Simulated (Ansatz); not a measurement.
As6. Total charge 0; quintet. Geometry PBE-D4/def2-SVP; atoms count from 1.

```xyz
6

As    1.0560   -1.1830    1.2847
As    1.4891    1.9375   -0.0651
As    0.3325    0.7135   -1.7432
As   -1.0458    0.0074    1.8511
As   -0.0563   -1.6567   -0.8377
As   -1.7755    0.1813   -0.4898
```

At PBE0-D4/def2-TZVP a singlet of charge 0 lies 2.83 eV below the quintet, each at its own geometry. The structure comes from a short search, and lower isomers may exist.

**Question.** Estimate the Mulliken populations from the PBE0/def2-TZVP orbitals of Ansatz.

**Answer.** 
```csv
atom,charge (e),spin (α − β)
As1,-0.04,0.85
As2,-0.02,1.79
As3,0.02,0.13
As4,-0.01,0.84
As5,0.03,0.24
As6,0.01,0.15
```
Mulliken values depend strongly on the basis.

**Question.** Where does the spin sit?

**Answer.** Summed by element: As 4.00, of 4 unpaired in all. Largest on single atoms: As2 1.79, As1 0.85, As4 0.84.

**Question.** And the Mayer bond orders between heavy atoms (over 0.3)?

**Answer.** As1–As4 1.04 (2.48 Å); As1–As5 1.10 (2.44 Å); As2–As3 1.21 (2.38 Å); As3–As5 0.80 (2.57 Å); As3–As6 0.88 (2.51 Å); As4–As6 1.08 (2.46 Å); As5–As6 0.91 (2.54 Å).
